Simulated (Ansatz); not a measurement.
Consider the formal exchange of groups at a B–C bond: `BC(=O)OC` + `C=C=C=C` → `BC=C=C=C` + `COC=O`.

Calculated with Ansatz (gas phase, PBE0-D4/def2-TZVP geometries, no zero-point term in ΔE). CCSD(T)/CBS adds triple-zeta CCSD(T) − MP2 to the extrapolated MP2 energy (def2 sets, frozen cores). Each species was taken in one conformer, which may not be the lowest.

`BC(=O)OC`:

Cartesian coordinates in Å:
```
B -1.869 0.740 -0.550
C -0.563 -0.044 -0.225
O -0.640 -1.219 -0.515
O 0.506 0.529 0.311
C 1.622 -0.336 0.545
H -2.017 1.186 -1.645
H -2.746 0.762 0.257
H 1.969 -0.772 -0.392
H 2.393 0.292 0.983
H 1.346 -1.138 1.231
```

`C=C=C=C`:

```xyz
8

C    -0.215    1.311    1.417
C    -0.070    0.427    0.461
C     0.070   -0.427   -0.461
C     0.215   -1.311   -1.417
H    -1.200    1.613    1.760
H     0.644    1.770    1.896
H    -0.644   -1.770   -1.895
H     1.200   -1.612   -1.761
```

`BC=C=C=C`:

Cartesian coordinates in Å:
```
B 1.770 0.884 -1.149
C 1.332 0.363 0.224
C 0.098 -0.083 0.413
C -1.084 -0.500 0.556
C -2.313 -0.934 0.707
H 0.990 0.884 -2.054
H 2.885 1.286 -1.316
H 2.007 0.342 1.078
H -3.018 -0.930 -0.120
H -2.667 -1.312 1.662
```

`COC=O`:

Z-matrix (Å, degrees):
```
C
O 1 1.427
H 1 1.091 2 110.5
H 1 1.087 2 105.9 3 119.7
H 1 1.091 2 110.5 3 -120.5
C 2 1.330 1 115.2 3 60.3
O 6 1.196 2 125.8 1 0.0
H 6 1.100 2 109.2 1 180.0
```

```
   species  CCSD(T)/CBS(def2) energy (Eh)
`BC(=O)OC`                     -254.22022
 `C=C=C=C`                     -154.50978
`BC=C=C=C`                     -179.89496
   `COC=O`                     -228.84804
```

**Question.** Work out ΔE.

**Answer.** ΔE = (-179.89496) + (-228.84804) − (-254.22022) − (-154.50978) = -0.01300 Eh = -8.2 kcal/mol.

Largest T1 diagnostic among the species: 0.018.

From r2SCAN to r2SCAN0 (25 % exact exchange), in def2-TZVPP and without D4, ΔE moves by −0.8 kcal/mol. Leaving LDA and LC-ωPBE aside and taking each functional with its dispersion term where it has one, the values, not all of them listed here, spread over 1.9 kcal/mol, from PBE-QIDH to BLYP-D4.
